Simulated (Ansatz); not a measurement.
The cluster TlCl₂, relaxed as a doublet with UKS r2SCAN-D4/def2-TZVP in Ansatz, starting from the GFN2-xTB geometry. Force threshold 0.02 eV/Å.

In the def2 sets Tl takes a core potential; there is no spin–orbit coupling. In the doublet, Cl2 and Cl3 lie 2.66 Å apart (atoms count from 1), so these atoms are partly bonded to each other. Another isomer (doublet) lies 0.28 eV lower at PBE0-D4/def2-TZVP; other spin states weren't run for this one.

Start:

```xyz
3

Tl   -1.124    0.222   -1.167
Cl    1.499   -0.254   -0.347
Cl   -0.375    0.033    1.514
```

(1) Estimate the energy that the relaxation releases and the steps that it takes.

(2) Does the start keep its bonding and symmetry?

(3) Predict the relaxed structure.

## Answers

(1) 0.01 eV, in 2 steps; 3.9 s on 4 threads of Arm Neoverse V2 on a shared host. No frequencies were taken in this run, so the end may be a saddle point.

(2) By distances, no bond broke or formed. The bond that changes most is Tl1–Cl3, from 2.79 to 2.74 Å (atoms count from 1). Point group C2v at the start, C2v at the end, both within 0.05 Å.

(3) 
```xyz
3

Tl   -1.098    0.217   -1.140
Cl    1.487   -0.252   -0.361
Cl   -0.389    0.035    1.501
```
Bond lengths: 2 × Cl–Tl 2.74 Å.
